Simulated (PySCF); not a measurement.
**Dipole moment and polarisability of `CC#C[SiH2]Cl`**

Compound: C₃H₅ClSi.
Geometry (PBE0-D3(BJ)/def2-SVP, Å), atoms numbered from 1 in this order:
```
atom  x, y, z in Å
C1     0.5094    1.2154    1.5092
C2     1.9420    1.0725    1.3409
C3     3.1468    0.9522    1.1966
Si4    4.9427    0.7802    0.9876
Cl5    5.8946    0.9926    2.8138
H6     0.2774    1.7429    2.4474
H7     0.0722    1.7914    0.6789
H8     0.0157    0.2318    1.5403
H9     5.2731   -0.5685    0.4548
H10    5.4588    1.8411    0.0821
```

Level: CAM-B3LYP/def2-SVPD (PySCF), static field, nuclei fixed, core orbitals frozen in the response. The polarisability tensor in these axes (au):

```
x   105.26  -3.51   1.51
y    -3.51  58.98   1.14
z     1.51   1.14  66.50
```

Task: Give the principal values, the mean and the anisotropy Δα = √{½[(α1 − α2)² + (α2 − α3)² + (α1 − α3)²]}.

Result: Principal values 58.52, 66.64 and 105.58 au; mean 76.92 au = 11.40 Å³ = 12.68 × 10⁻⁴⁰ C²·m²/J; Δα = 43.57 au (57 % of the mean).

Task: What is the dipole moment, and where does it point?

Result: (-2.64, 0.05, -1.05) D, 2.84 D in size, pointing from the negative to the positive side. Measured along this direction, the outermost atoms are Cl5 at the negative end and H7 at the positive end.

Task: How large is μ²/3kT at 350 K beside α?

Result: In Gaussian units μ²/3kT = 55.73 Å³ against 11.40 Å³, a ratio of 4.89; the Debye molar polarisation (4π/3)N_A(α + μ²/3kT) is 169.3 cm³/mol, leaving out the vibrational part.

Task: What would n − 1 = 2πNα be for an ideal gas of these molecules at 350 K and 1 atm, electronic part alone?

Result: N = p/kT = 2.0968 × 10¹⁹ cm⁻³, so n − 1 = 2π × N × 11.40 × 10⁻²⁴ cm³ = 1502 × 10⁻⁶ at long wavelengths.

Task: Along which axes do the principal values lie, and how far do the nuclei extend along each?

Result: Largest value along (1.00, -0.07, 0.04), where the nuclei span 5.94 Å; middle along (-0.02, 0.16, 0.99), 2.56 Å; least along (0.08, 0.98, -0.16), 2.45 Å. 

Task: What molar refraction does this α imply?

Result: Lorentz–Lorenz: R = (4π/3)N_A α = 2.5225 cm³/(mol·Å³) × 11.40 Å³ = 28.8 cm³/mol, in the limit of long wavelengths.

Isolated species at its PBE0-D3(BJ)/def2-SVP geometry, gas phase.

The run behind these numbers computed excited states and ΔSCF ions as well. On an Arm Neoverse V1 with one thread, on a shared host, this took 73 s of wall time.
